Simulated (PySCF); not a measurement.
C2H3AlClNO, SMILES O=C=[N][Al]([Cl])[CH3].

The structure is a stationary point at PBE-D3(BJ)/def2-SVP. The structure was generated by enumeration; whether it is a known compound was not checked. The values are those of a single conformer.

Level of theory: PySCF with PBE/def2-TZVP.

Isolated molecule, no solvent.

```
Quantity                                                                                                        Value
---------------------------------------------------------------------------------------------  ----------------------
total energy                                                                                       -910.31402 hartree
highest occupied level                                                                                       -7.24 eV
lowest empty level                                                                                           -1.93 eV
orbital gap                                                                                                   5.31 eV
dipole moment                                                                                                  2.65 D
quadrupole, principal values (traceless, Buckingham form, about the centre of nuclear charge)  -12.19, 3.58, 8.61 D·Å
mean static polarisability                                                                      70.8 bohr³ (10.49 Å³)
polarisability, principal values                                                               48.7, 68.8, 94.8 bohr³
```
